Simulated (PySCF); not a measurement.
The same groups moved round the core (naphthalene chloro+silyl). Gas-phase values, no solvent. Strings in code marks are SMILES.

Method: PBE-D3(BJ)/def2-TZVP // PBE0-D4/def2-SVP (PySCF). All candidates: neutral, multiplicity 1. Excitations are Tamm–Dancoff values on a coarser integration grid. The basis has no diffuse functions, so Rydberg states are missing or too high.

- dipole moment: 1.57 D
- S1 excitation (TDA): 3.98 eV
- HOMO: -5.66 eV

Problem. Say which member has these values.
(A) `[SiH3]c1ccc2cc(Cl)ccc2c1`
(B) `[SiH3]c1ccc2ccccc2c1Cl`
(C) `[SiH3]c1cccc2ccc(Cl)cc12`
(D) `[SiH3]c1cc(Cl)c2ccccc2c1`

Solution. D, `[SiH3]c1cc(Cl)c2ccccc2c1`. The others give `[SiH3]c1ccc2ccccc2c1Cl`: 1.97 D, 3.95 eV, -5.64 eV; `[SiH3]c1cccc2ccc(Cl)cc12`: 2.11 D, 3.92 eV, -5.74 eV; `[SiH3]c1ccc2cc(Cl)ccc2c1`: 0.55 D, 3.95 eV, -5.74 eV
